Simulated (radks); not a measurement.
Excited configurations of neutral iron: one electron is placed in a higher orbital outside [Ar] 3d6 4s1. The ground configuration is [Ar] 3d6 4s2. Method: non-relativistic Kohn-Sham, PBEsol, spin-polarised, spherical densities, point nucleus; open shells are filled with parallel spins first; computed with a radial shooting solver on a logarithmic mesh with Libxc functionals. Excitation = E - E(ground); binding = E(ion) - E, where the ion is the core of charge +1; n* = 1/sqrt(2 binding) in atomic units, and the quantum defect is n - n*.

| outer orbital | excitation (eV) | binding (eV) | n* | <r> (bohr) |
|---|---|---|---|---|
| 4f | 6.739 | 0.948 | 3.789 | 16.86 |
| 5p | 5.715 | 1.971 | 2.627 | 10.25 |
| 5d | 6.596 | 1.091 | 3.531 | 17.80 |
| 5f | 7.029 | 0.658 | 4.548 | 28.63 |
| 6s | 6.271 | 1.416 | 3.100 | 15.79 |
| 6d | 6.957 | 0.730 | 4.317 | 28.67 |
| 6f | 7.208 | 0.479 | 5.328 | 42.86 |
| 7s | 6.806 | 0.881 | 3.930 | 25.83 |
| 7p | 6.953 | 0.733 | 4.307 | 30.48 |
| 7d | 7.168 | 0.519 | 5.121 | 42.21 |

The Delta-SCF ionisation energy is 7.687 eV (NIST Atomic Spectra Database: 7.902 eV, measured). Self-interaction in the functional shifts the binding energies and quantum defects, so they are the method's values and not measured ones. Open shells are spherical and high-spin; term and fine-structure splittings are not resolved.
